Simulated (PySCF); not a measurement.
Compound: C2H7NOSi.
SMILES: `CO/C=N\[SiH3]`

The closed-shell SCF was solved with PySCF and density fitting under several settings on one GFN2-xTB geometry (grid level 2 and gas phase unless stated).

```
           settings  basis functions  SCF cycles     E (Eh)  HOMO (eV)  LUMO (eV)  dipole (D)
      PBE0/pcSseg-1              127          14  -499.4777      -7.26       0.17        1.93
CAM-B3LYP/def2-SVPD              163          13  -499.5535      -8.69       1.06        1.82
```

Question: Estimate the rows for these settings: (1) PBE0/def2-SVPD, IEF-PCM tetrahydrofuran; (2) HSE06/6-31G, IEF-PCM water; (3) BHandHLYP/MINI, IEF-PCM cyclohexane, damping 0.1 at the start, DIIS from the seventh cycle.

Answer: 
| settings | basis functions | SCF cycles | E (Eh) | HOMO (eV) | LUMO (eV) | dipole (D) |
| --- | --- | --- | --- | --- | --- | --- |
| PBE0/def2-SVPD, IEF-PCM tetrahydrofuran | 163 | 14 | -499.2834 | -7.35 | 0.03 | 2.28 |
| HSE06/6-31G, IEF-PCM water | 63 | 13 | -499.4106 | -6.64 | 0.04 | 2.72 |
| BHandHLYP/MINI, IEF-PCM cyclohexane, damping 0.1 at the start, DIIS from the seventh cycle | 36 | 14 | -496.4597 | -9.55 | 0.42 | 1.92 |

Question: Over all rows, what range does the HOMO–LUMO gap span?

Answer: From 6.68 eV (HSE06/6-31G, IEF-PCM water) to 9.97 eV (BHandHLYP/MINI, IEF-PCM cyclohexane, damping 0.1 at the start, DIIS from the seventh cycle). The functional of the narrowest has 25 % exact exchange at short range alone, that of the widest 50 % exact exchange.

Question: And the dipole moment?

Answer: From 1.82 D (CAM-B3LYP/def2-SVPD) to 2.72 D (HSE06/6-31G, IEF-PCM water); the largest is 1.49 times the smallest, and the median is 1.93 D.

Cycle counts include a coarse-grid stage where the run had one. Geometry: GFN2-xTB, one conformer.

Shape of the structure used: `[CH3:1][O:2]/[CH:3]=[N:4]\[SiH3:5]`: C1–O2–C3–N4 0°.
